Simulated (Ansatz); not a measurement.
HfO₃H₂, relaxed as a singlet with RKS B3LYP-D4/def2-TZVP in Ansatz, starting from the GFN1-xTB geometry. Force threshold 0.02 eV/Å.

In the def2 sets Hf takes a core potential; there is no spin–orbit coupling. The structure holds one bond between oxygen atoms, so isomers without such links may lie far lower. The relaxation made no stability test and no search for a lower SCF solution. No other spin state of charge 0 was run. Another isomer (singlet) lies 1.34 eV lower at PBE0-D4/def2-TZVP; other spin states weren't run for this one.

Start:

```csv
atom,x (Å),y (Å),z (Å)
Hf1,-0.242,-0.076,-0.153
O2,-1.261,-0.324,-1.616
O3,1.195,1.183,0.020
O4,1.674,-0.029,-0.124
H5,-1.205,0.880,1.072
H6,-0.161,-1.633,0.802
```

```csv
step,energy (eV),largest force component (eV/Å),SCF passes
1,-7478.1596,5.862,64
2,-7479.0964,2.662,53
3,-7479.2200,1.012,47
4,-7479.2827,0.909,48
5,-7479.3122,0.472,47
6,-7479.3258,0.165,47
7,-7479.3459,0.209,42
8,-7479.4107,0.433,37
9,-7479.5855,0.643,34
10,-7480.0005,1.694,32
11,-7481.1074,3.796,36
12,-7481.3971,9.739,37
13,-7482.2768,1.832,29
14,-7482.6269,1.651,29
15,-7482.8336,0.987,28
16,-7482.8411,1.587,29
17,-7482.9414,0.539,28
18,-7482.9753,0.206,29
19,-7482.9809,0.041,21
20,-7482.9821,0.065,24
21,-7482.9831,0.050,23
22,-7482.9832,0.017,23
```

Force components are those of the run's own axes.

End:

```csv
atom,x (Å),y (Å),z (Å)
Hf1,-0.775,0.099,-0.258
O2,-1.362,0.420,-1.891
O3,1.242,0.482,-0.101
O4,1.167,-0.981,0.180
H5,-1.833,1.022,1.006
H6,1.561,-1.042,1.064
```

Bonds lost: Hf1–H6 (atoms count from 1). Bonds formed: O4–H6 (atoms count from 1).

No frequencies were taken in this run, so the end may be a saddle point.

Hardware: 4 threads of Arm Neoverse V1 on a shared host. Wall time 30 s.
